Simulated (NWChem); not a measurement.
System: AlHOF₂; SMILES [OH][Al]([F])[F]

```xyz
5

Al     0.0243    -0.0348     0.0000
F     -0.8271     1.3974     0.0000
F      1.6855     0.0272     0.0000
O     -0.7329    -1.5556     0.0000
H     -1.6985    -1.6460     0.0000
```
Atoms are numbered in this order, from 1.

Computed with NWChem. Pople sets run with spherical d functions. Geometry: optimised at PBE-D3(BJ)/def2-SVP. B3LYP is NWChem's, with the RPA form of VWN correlation. Atomic charges in e: unrestrained fits to the electrostatic potential beside Mulliken populations; buried atoms are poorly determined by the fit.

For level Hartree-Fock/6-31G*:

| Item | Value |
|---|---|
| ESP Al1 | 1.53 |
| Mulliken Al1 | 1.64 |
| Mulliken F2 | -0.60 |
| Mulliken F3 | -0.59 |
| ESP O4 | -0.92 |
| Mulliken O4 | -0.93 |

Question: Estimate the same quantities for level B3LYP/def2-SVP.

Answer: 
- ESP Al1 = 1.33
- Mulliken Al1 = 1.05
- Mulliken F2 = -0.40
- Mulliken F3 = -0.39
- ESP O4 = -0.79
- Mulliken O4 = -0.45
